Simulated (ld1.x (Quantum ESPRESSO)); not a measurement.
**Scattering properties, TM potential for N**

```
Element                 : nitrogen (N)
Generator               : ld1.x (Quantum ESPRESSO) 7.5
Type                    : norm-conserving Troullier–Martins (Kleinman–Bylander form)
Functional              : PBE
Relativity              : scalar-relativistic
Frozen core             : [He]
Valence charge          : 5
Reference configuration : 2s2 2p3
Partial waves           : 2p (bound): rc 2.05 bohr; 2s (bound): rc 0.80 bohr
Local potential         : the s channel
Core correction         : Bessel-smoothed model core inside 0.50 bohr
```

The phase is arctan(r·u′/u) with u = r·R(r), unwrapped; energies in Ry, scanned from -3 to 5 Ry. A pole is an energy at which the radial function vanishes at the test radius. The pseudo phase is shifted by a multiple of π to meet the all-electron one at the reference energy, and phase errors are pseudo minus all-electron; the curves can meet again beyond the range given. Levels narrower than the energy grid can be missing from the lists of poles.

Q: For each channel, where are the poles, and over which energies does the pseudopotential scatter like the atom?

A:

| channel | radius (bohr) | reference energy (Ry) | poles, all-electron | poles, pseudo | unbroken range about the reference energy with phases within 0.05 rad | phase error 1 Ry above the reference energy (rad) |
| --- | --- | --- | --- | --- | --- | --- |
| s | 2.25 | -1.37 | -0.95 | -0.95 | the whole range | -0.000 |
| p | 2.25 | -0.52 | -0.04 | -0.03 | below 1.6 | +0.007 |

Phases in the s channel:

```
E (Ry)  all-electron  pseudo
 -3.00         1.246   1.245
 -2.76         1.215   1.215
 -2.52         1.171   1.171
 -2.28         1.103   1.102
 -2.04         0.975   0.975
 -1.80         0.655   0.654
 -1.56        -0.361  -0.361
 -1.32        -1.228  -1.228
 -1.08        -1.496  -1.496
 -0.84        -1.615  -1.615
 -0.60        -1.686  -1.686
 -0.36        -1.738  -1.738
 -0.12        -1.782  -1.782
  0.12        -1.823  -1.824
  0.36        -1.865  -1.866
  0.60        -1.912  -1.913
  0.84        -1.967  -1.968
  1.08        -2.035  -2.037
  1.32        -2.123  -2.127
  1.56        -2.246  -2.253
  1.80        -2.424  -2.436
  2.04        -2.690  -2.709
  2.28        -3.060  -3.088
  2.52        -3.475  -3.505
  2.76        -3.819  -3.844
  3.00        -4.057  -4.076
  3.24        -4.216  -4.230
  3.48        -4.326  -4.337
  3.72        -4.405  -4.414
  3.96        -4.464  -4.472
  4.20        -4.510  -4.517
  4.44        -4.547  -4.553
  4.68        -4.578  -4.584
  4.92        -4.604  -4.609
```
